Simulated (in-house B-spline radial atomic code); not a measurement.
## Ionising V¹⁹⁺ with different functionals

Computed with a radial B-spline atomic code at the basis-set limit: non-relativistic Hamiltonian, point nucleus, spin-polarised at highest spin, spherical fractional occupations for the functionals. The ionisation energy is the difference of two self-consistent energies, [He] 2s2 → [He] 2s1, without Breit or QED terms; ε is the level of the shell that loses the electron (its least bound occupied spin orbital).

```json
{"method": "LDA exchange-only", "rung": "LDA", "ΔSCF (eV)": "1465.10", "-ε(2s) (eV)": "1432.40"}
{"method": "PBEsol", "rung": "GGA", "ΔSCF (eV)": "1469.68", "-ε(2s) (eV)": "1436.42"}
{"method": "AM05", "rung": "GGA", "ΔSCF (eV)": "1468.37", "-ε(2s) (eV)": "1435.42"}
{"method": "TPSS", "rung": "meta-GGA", "ΔSCF (eV)": "1471.44", "-ε(2s) (eV)": "1439.44"}
{"method": "TPSSh", "rung": "global hybrid", "ΔSCF (eV)": "1471.31", "-ε(2s) (eV)": "1442.53"}
{"method": "M06-2X", "rung": "global hybrid", "ΔSCF (eV)": "1472.66", "-ε(2s) (eV)": "1454.69"}
{"method": "HSE06", "rung": "range-separated hybrid", "ΔSCF (eV)": "1471.24", "-ε(2s) (eV)": "1445.53"}
```

**Question.** Among the functionals, which spreads more, the ΔSCF values or the orbital energies?

**Answer.** The orbital energies: ΔSCF values span about 7.56 eV and the orbital energies 22.30 eV.

**Question.** How do they compare with the NIST value?

**Answer.** NIST lists 1486.7 eV ± 0.5 (semi-empirical, ground level to ground level). Errors run from -21.60 to -14.04 eV. The correlated functionals all miss on the same side by more than they spread, so the cause is common to them (relativity, Breit-QED terms, the near-degeneracy of s² and p², or a listed next ion that isn't the cheapest removal here) and closeness doesn't rank the functionals.
